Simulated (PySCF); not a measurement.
Run record: geometry optimisation, SbMe2(OMe), `C[O][Sb]([CH3])[CH3]`.

Method: PBE0-D3(BJ)/def2-SVP geometry optimisation, gas phase, def2 core potentials past Kr (PySCF 2.14.0). Start geometry: GFN2-xTB. The input is one job of a driver script: a line of settings, then coordinates in Å.

Input:
```
{"job": {"xc": "PBE0", "basis": "def2-SVP", "d3": "d3bj", "grid": 1, "maxiter": 30, "shake": 0.03, "kind": "geom"}, "charge": 0, "multiplicity": 1}
Sb     0.381790     0.401100     0.978390
C      2.016120     0.356480    -0.360940
H      1.615730     0.009010    -1.340510
H      2.873070    -0.312820     0.023760
H      2.469530     1.332950    -0.490290
C     -0.696750     1.917750    -0.331310
H     -0.075330     2.811260    -0.378770
H     -1.629330     2.146640     0.038730
H     -0.770980     1.468200    -1.248480
O     -0.533530    -1.079540     0.013780
C     -1.258920    -2.077230     0.680540
H     -0.577600    -2.638820     1.355010
H     -1.703240    -2.715800    -0.138870
H     -2.129980    -1.663000     1.242180
```

Output:
```
step   0  E = -434.81736814  max force = 0.062065
step   1  E = -434.83253691  max force = 0.008917
step   2  E = -434.83338437  max force = 0.004780
step   3  E = -434.83358403  max force = 0.001144
step   4  E = -434.83360688  max force = 0.000349
step   5  E = -434.83361299  max force = 0.000281
optimisation converged
```

Energies in Eh; «max force» is the largest Cartesian gradient component in Eh/bohr.

Task: How much energy does the optimisation release, in eV?

Result: E(step 0) − E(last step) = 0.016245 Eh, which is 0.442 eV.

Summary of the converged run: final energy -434.83361 Eh after 5 steps; dipole 1.26 D.

The run took 49 s on one thread of an Arm Neoverse V1, no GPU, shared host, and the process peaked at 0.47 GiB of memory.
Labels such as C1 count atoms from 1, the log's own numbers from 0.
